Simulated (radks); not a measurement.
Task: Kr1.5+, configuration [Ar] 3d10 4s2 4p(up 2.25, down 2.25) (fractional occupations, a model configuration). Method: non-relativistic Kohn-Sham, BLYP, spin-polarised, spherical densities, point nucleus; computed with a radial shooting solver on a logarithmic mesh with Libxc functionals. Some entries of the table are withheld. Estimate them.

orbital  occ.  eigenvalue (hartree)  <r> (bohr)
1s          2                   (1)         (2)
2s          2                   (3)      0.1878
2p          6             -60.74676      0.1619
3s          2                   (4)      0.5416
3p          6              -7.76468      0.5454
3d         10              -3.73481      0.5533
4s          2              -1.42411       1.545
4p        4.5                   (5)         (6)

Result: 
(1) 1s eigenvalue (hartree): -511.5953
(2) 1s <r> (bohr): 0.04245
(3) 2s eigenvalue (hartree): -67.06710
(4) 3s eigenvalue (hartree): -10.01052
(5) 4p eigenvalue (hartree): -0.91709
(6) 4p <r> (bohr): 1.791
